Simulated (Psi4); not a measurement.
F₆Ti (SMILES [F][Ti-2]([F])([F])([F])([F])[F]), charge -2, singlet, at a GFN2-xTB geometry (such geometries of metal compounds can be far from the true shape) (a gas-phase anion, which may not be bound at this level), with bond 2-1 at 1.3 times its length; B3LYP/6-31G (Psi4 1.11).

The Psi4 input:
```
memory 2 GB

molecule {
-2 1
  Ti   -0.00000000    0.00000000    0.00000000
  F     1.43456056   -0.59483988   -1.84494090
  F    -1.10350812    0.45756914    1.41918531
  F    -1.17988332    0.81162927   -1.17911828
  F    -0.91177399   -1.60408075   -0.19178056
  F     0.91177399    1.60408075    0.19178056
  F     1.17988332   -0.81162927    1.17911828
}

set basis 6-31g
set df_basis_scf cc-pvqz-jkfit

energy('b3lyp')
print_variables()
```

It wrote (shortened):

```
   => Loading Basis Set <=

    Name: 6-31G
    Role: ORBITAL
    Keyword: BASIS

         ---------------------------------------------------------
                                   SCF
               by Justin Turney, Rob Parrish, Andy Simmonett
                          and Daniel G. A. Smith
                              RKS Reference
         ---------------------------------------------------------

  ==> Geometry <==

    Molecular point group: c1
    Full point group: C1

    Geometry (in Angstrom), charge = -2, multiplicity = 1:

       Center              X                  Y                   Z               Mass
    ------------   -----------------  -----------------  -----------------  -----------------
         TI          -0.038838652472     0.016104429152     0.049949105943    47.947941980000
         F            1.395721907528    -0.578735450848    -1.794991794057    18.998403162730
         F           -1.142346772472     0.473673569152     1.469134415943    18.998403162730
         F           -1.218721972472     0.827733699152    -1.129169174057    18.998403162730
         F           -0.950612642472    -1.587976320848    -0.141831454057    18.998403162730
         F            0.872935337528     1.620185179152     0.241729665943    18.998403162730
         F            1.141044667528    -0.795524840848     1.229067385943    18.998403162730

  Running in c1 symmetry.

  Rotational constants: A =      0.06446  B =      0.05510  C =      0.05510 [cm^-1]
  Rotational constants: A =   1932.55508  B =   1651.95369  C =   1651.95368 [MHz]
  Nuclear repulsion =  546.074254164307604

  Charge       = -2
  Multiplicity = 1
  Electrons    = 78
  Nalpha       = 39
  Nbeta        = 39

  ==> Algorithm <==

  SCF Algorithm Type is DF.
  DIIS enabled.
  MOM disabled.
  Fractional occupation disabled.
  Guess Type is SAD.
  Energy threshold   = 1.00e-06
  Density threshold  = 1.00e-06
  Integral threshold = 1.00e-12

  ==> Primary Basis <==

  Basis Set: 6-31G
    Blend: 6-31G
    Number of shells: 41
    Number of basis functions: 83
    Number of Cartesian functions: 83
    Spherical Harmonics?: false
    Max angular momentum: 2

  ==> DFT Potential <==

   => LibXC <=

    Version 7.1.2
    S. Lehtola, C. Steigemann, M. J. T. Oliveira, and M. A. L. Marques,  SoftwareX 7, 1–5 (2018) (10.1016/j.softx.2017.11.002)

   => Composite Functional: B3LYP <=

    B3LYP Hyb-GGA Exchange-Correlation Functional

    P. J. Stephens, F. J. Devlin, C. F. Chabalowski, and M. J. Frisch,  J. Phys. Chem. 98, 11623 (1994) (10.1021/j100096a001)

    Deriv               =              1
    GGA                 =           TRUE
    Meta                =          FALSE

    Exchange Hybrid     =           TRUE
    MP2 Hybrid          =          FALSE

   => Exchange Functionals <=

    0.0800   Slater exchange
    0.7200         Becke 88

   => Exact (HF) Exchange <=

    0.2000               HF

   => Correlation Functionals <=

    0.1900   Vosko, Wilk & Nusair (VWN5_RPA)
    0.8100   Lee, Yang & Parr

   => LibXC Density Thresholds  <==

    XC_HYB_GGA_XC_B3LYP:  1.00E-15

   => Molecular Quadrature <=

    Radial Scheme          =       TREUTLER
    Pruning Scheme         =           NONE
    Nuclear Scheme         =       TREUTLER

    Blocking Scheme        =         OCTREE
    BS radius alpha        =              1
    Pruning alpha          =              1
    Radial Points          =             75
    Spherical Points       =            302
    Total Points           =         152955
    Total Blocks           =           1217
    Max Points             =            255
    Max Functions          =             78
    Weights Tolerance      =       1.00E-15

Traceback (most recent call last):
  File "psi4", line 375, in <module>
  File "<string>", line 28, in <module>
  File "site-packages/psi4/driver/driver.py", line 533, in energy
  File "site-packages/psi4/driver/procrouting/proc.py", line 2760, in run_scf
  File "site-packages/psi4/driver/procrouting/proc.py", line 1939, in scf_helper
  File "site-packages/psi4/driver/procrouting/proc.py", line 1462, in scf_wavefunction_factory
  File "site-packages/psi4/driver/p4util/python_helpers.py", line 169, in _pybuild_basis
  File "site-packages/psi4/driver/qcdb/libmintsbasisset.py", line 722, in pyconstruct
  File "site-packages/psi4/driver/qcdb/libmintsbasisset.py", line 976, in construct

psi4.driver.qcdb.exceptions.BasisSetNotFound: BasisSet::construct: Unable to find a basis set for atom 1 for key JKFIT among:
  Shell Entries: ['TI']
  Basis Sets: [('CC-PVQZ-JKFIT', 'CC-PVQZ-JKFIT', None)]
  File Path: tmpdnfwlkp9, tmpdnfwlkp9, basis
  Input Blocks:

Printing out the relevant lines from the Psithon --> Python processed input file:
      F     1.17988332   -0.81162927    1.17911828
    """)
    core.IO.set_default_namespace("")
    core.set_global_option("BASIS", "6-31g")
    core.set_global_option("DF_BASIS_SCF", "cc-pvqz-jkfit")
--> energy('b3lyp')
    print_variables()

!----------------------------------------------------------------------------------!
!                                                                                  !
!  BasisSet::construct: Unable to find a basis set for atom 1 for key JKFIT among: !
!   Shell Entries: ['TI']                                                          !
!   Basis Sets: [('CC-PVQZ-JKFIT', 'CC-PVQZ-JKFIT', None)]                         !
!   File Path: tmpdnfwlkp9, !
!     tmpdnfwlkp9,          !
!     basis                                          !
!   Input Blocks:                                                                  !
!                                                                                  !
!----------------------------------------------------------------------------------!

QcdbException BasisSetNotFound: BasisSet::construct: Unable to find a basis set for atom 1 for key JKFIT among:
  Shell Entries: ['TI']
  Basis Sets: [('CC-PVQZ-JKFIT', 'CC-PVQZ-JKFIT', None)]
  File Path: tmpdnfwlkp9, tmpdnfwlkp9, basis
  Input Blocks:
```

The input was rejected before any calculation.
